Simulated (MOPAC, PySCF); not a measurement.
[Ag(CNH)(H)], neutral singlet in the gas phase. 

Cartesian coordinates (Å):
```xyz
5

Ag     0.0457     0.2234     0.1194
N      0.6163     3.0135     1.6111
C      0.4087     1.9986     1.0685
H      0.7949     3.8870     2.0780
H     -0.2439    -1.1925    -0.6375
```
Charge 0, spin multiplicity 1.

All levels are single points at this geometry (r2SCAN-D4/def2-SVP); Pople sets use spherical d functions. Orbital energies aren't observables, and empty levels follow the basis.

PM7 in MOPAC gives gap (eV) = 10.74.

Question: Estimate the gap (eV) from each of these levels: B3LYP-D3(BJ)/def2-TZVP in PySCF; PBE-D3(BJ)/def2-TZVP in PySCF; TPSSh-D3(BJ)/def2-TZVP in PySCF; B3LYP/6-311+G** (LANL2DZ on Ag) in PySCF; HF/6-31G* (LANL2DZ on Ag) in PySCF.

Answer: 
| level | gap (eV) |
|---|---|
| B3LYP-D3(BJ)/def2-TZVP in PySCF | 4.45 |
| PBE-D3(BJ)/def2-TZVP in PySCF | 2.91 |
| TPSSh-D3(BJ)/def2-TZVP in PySCF | 3.85 |
| B3LYP/6-311+G** (LANL2DZ on Ag) in PySCF | 4.24 |
| HF/6-31G* (LANL2DZ on Ag) in PySCF | 9.61 |
